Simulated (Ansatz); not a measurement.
C4H2F4 (`F/C=C(F)/C(F)=C/F`) from Hartree–Fock to CCSD(T)

Z-matrix (Å, degrees):
```
C
C 1 1.330
F 1 1.326 2 121.3
H 1 1.080 2 123.2 3 180.0
C 2 1.446 1 124.3 3 -180.0
F 2 1.333 1 120.9 3 0.0
F 5 1.333 2 114.8 1 0.0
C 5 1.330 2 124.3 1 -180.0
F 8 1.326 5 121.3 2 -180.0
H 8 1.080 5 123.2 2 0.0
```

The species carries charge 0 and has multiplicity 1. The structure was optimised at the PBE0-D4/def2-TZVP level. It is one conformer, not always the lowest. Frozen core, restricted reference, Ansatz. CBS rows extrapolate triple and quadruple zeta; past MP2 they add the triple-zeta difference.

```
     basis     HF (Eh)  MP2 corr.  CCSD corr.       (T)  CCSD(T) total
  def2-SVP  -549.86456   -1.23539    -1.27101  -0.03444     -551.17001
def2-TZVPP  -550.54316          ?    -1.61807  -0.06154              ?
def2-QZVPP  -550.56728          ?           –         –              –
 CBS(def2)           ?   -1.83705           ?     as TZ              ?
```

Problem. Fill in the withheld values. (Best estimate.)

Solution. Computed: def2-TZVPP MP2 corr.: -1.59892; def2-TZVPP CCSD(T) total: -552.22277; def2-QZVPP MP2 corr.: -1.73572; CBS(def2) HF (Eh): -550.57060; CBS(def2) CCSD corr.: -1.85619; CBS(def2) CCSD(T) total: -552.48833.
